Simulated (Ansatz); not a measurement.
Cartesian coordinates in Å:
```
O 0.9915 1.2241 -0.8211
Nb 0.0038 0.3495 0.2260
O -0.0177 -1.4290 -0.3648
F 0.7281 0.4553 1.9392
Cl -2.1115 1.2383 0.1434
H 0.4057 -1.8382 -1.1227
```

Total charge 0; spin multiplicity 1. Nb takes the def2 core potential.

Task: List the PBE0/def2-TZVPP orbital energies in eV (the Gaussian-basis code of Ansatz). (Estimate.)

Result: Computed: Occupied: -2767.69, -674.20, -524.02, -523.48, -259.54, -197.77, -197.72, -197.70, -67.44, -42.28, -41.96, -41.67, -32.39, -28.44, -25.56, -22.90, -15.42, -13.54, -12.96, -12.88, -11.84, -11.41, -11.07, -10.70, -10.39, -10.33, -9.83, -9.53. Lowest empty: -2.15, -1.98, -1.02, -0.52, -0.38, 0.24, 0.69, 1.06.
